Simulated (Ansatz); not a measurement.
Members of the series CXY, Y = fluoro; each row names its spin state. Isolated molecules, 0 K electronic values unless said otherwise. One relaxed conformer stands for each flexible species; it need not be the lowest. Strings in code marks are SMILES.

Quantity: adiabatic spin-state energy, in kcal/mol. The DFT solution of `[CH]F` is unstable or spin-contaminated; the geometry comes from it. HF references are unrestricted for open shells and restricted for singlets. The restricted reference of `[CH]F` is unstable towards unrestricted orbitals.

Case: `[CH]F`: multiplicity 3 minus multiplicity 1. The other species in the difference include `F[CH]` (neutral, multiplicity 1). Geometry of `[CH]F` (neutral, multiplicity 3, Å):

```xyz
3

C     -0.0998     0.3800     0.0000
F      1.0960    -0.1421     0.0000
H     -0.9963    -0.2379     0.0000
```

Q: What is the computed adiabatic spin-state energy (frozen-core CCSD(T)/cc-pVTZ // PBE0-D3(BJ)/def2-TZVP (Ansatz, a program for electronic structure))?

A: 14.4 kcal/mol.
